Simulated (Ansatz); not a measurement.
The same path of a periodic cell of 17 atoms, LiSi$_{16}$ (host Si, host structure diamond, interstitial Li), cell charge +1 was run twice with different band settings. Lost on the way: Si12–Li17, Si14–Li17, Si15–Li17, Si16–Li17. Made: Si9–Li17, Si10–Li17, Si11–Li17, Si13–Li17.

Theory: DFT PBE, scalar-relativistic, plane waves, PAW in Ansatz 0.2.0. Settings: PAW set soft_1, cutoff 420 eV, k mesh 2x2x2, gaussian smearing 0.05 eV, no spin polarisation.

Relaxed end points:

```xyz
17
Lattice="0.0000 5.4300 5.4300 5.4300 0.0000 5.4300 5.4300 5.4300 0.0000" Properties=species:S:1:pos:R:3
Si 0.009 -0.005 -0.009
Si 1.336 1.362 1.358
Si 2.690 2.744 -0.025
Si 4.072 4.098 1.358
Si 2.690 -0.020 2.740
Si 4.072 1.362 4.094
Si 5.455 2.744 2.740
Si 6.787 4.077 4.073
Si 0.008 2.728 2.724
Si 1.357 4.076 4.073
Si 2.706 5.425 2.724
Si 4.072 6.792 4.051
Si 2.706 2.728 5.422
Si 4.072 4.055 6.788
Si 5.454 5.410 5.406
Si 6.809 6.792 6.788
Li 4.072 6.793 6.788
```

```xyz
17
Lattice="0.0000 5.4300 5.4300 5.4300 0.0000 5.4300 5.4300 5.4300 0.0000" Properties=species:S:1:pos:R:3
Si -0.001 0.001 -0.003
Si 1.332 1.334 1.330
Si 2.714 2.716 -0.024
Si 4.097 4.099 1.330
Si 2.714 -0.020 2.713
Si 4.096 1.334 4.095
Si 5.451 2.716 2.712
Si 6.778 4.082 4.079
Si -0.022 2.716 2.713
Si 1.332 4.098 4.095
Si 2.715 5.453 2.713
Si 4.081 6.780 4.079
Si 2.714 2.716 5.449
Si 4.081 4.082 6.776
Si 5.429 5.431 5.428
Si 6.778 6.780 6.776
Li 2.714 8.146 8.142
```

Common settings: spring 5.0 eV/Å²; optimiser quadratic models (default); end points relaxed.

| run | movable images | climbing image | start path | force threshold | iteration limit |
| --- | --- | --- | --- | --- | --- |
| 1 | 5 | yes | IDPP | 0.03 eV/Å | 75 |
| 2 | 4 | no | default | 0.05 eV/Å | 50 |

(1) What does each run give, and how far can it be trusted?

## Answers

(1) Run 1: converged after 4 iterations, highest image 0.587 eV above the first end. By the program's own check the climbing image is of a kind that is not told: the force calls were inconclusive, a negative curvature could not be distinguished from the path's own, the only one lies far off the path, or fixed occupations may fill a level only in part (lowest curvatures found: -2.20 and 0.84 eV/Å²).
Run 2: converged after 4 iterations, highest image 0.519 eV above the first end. No image climbed, so the highest image needn't sit at the top of the path.
Limits of this set-up: charged cell in a uniform background, uncorrected.
